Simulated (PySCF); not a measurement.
C5H3F, SMILES C#CC(F)=C=C.

Geometry optimised at B3LYP-D3(BJ)/def2-SVP. This is a generated structure with no PubChem entry under its InChIKey; it may be hypothetical.

Two levels are set side by side: TDA-PBE/def2-SVPD (PySCF) and TDA-ωB97X/def2-SVPD (PySCF). Vertical, same geometry. The lowest singlet is HOMO→LUMO 100 % with PBE and HOMO→LUMO 95 % with the other functional; states are paired by order. Differences are taken from unrounded values.

```tsv
quantity	TDA-PBE
lowest singlet excitation (eV)	3.96
lowest triplet excitation (TDA) (eV)	3.46
first bright state (f over 0.05) (eV)	6.20
its oscillator strength	0.32
```

Q: These are the TDA-PBE values. What does TDA-ωB97X give? (An estimate is asked for; the answer gives what the named calculation found.)

A: 
```json
[
 {"quantity": "lowest singlet excitation (eV)", "TDA-ωB97X": "4.60", "TDA-PBE minus TDA-ωB97X": "-0.64"},
 {"quantity": "lowest triplet excitation (TDA) (eV)", "TDA-ωB97X": "3.66", "TDA-PBE minus TDA-ωB97X": "-0.19"},
 {"quantity": "first bright state (f over 0.05) (eV)", "TDA-ωB97X": "5.89", "TDA-PBE minus TDA-ωB97X": "0.31"},
 {"quantity": "its oscillator strength", "TDA-ωB97X": "0.18", "TDA-PBE minus TDA-ωB97X": "0.14"}
]
```

Functionals without exact exchange tend to place singlet excitations lower, as here. Differences between two approximate levels are no errors against the true value.

Rough cost on one machine, each run with all the roots and properties that it gave: TDA-ωB97X against TDA-PBE about 4 times.
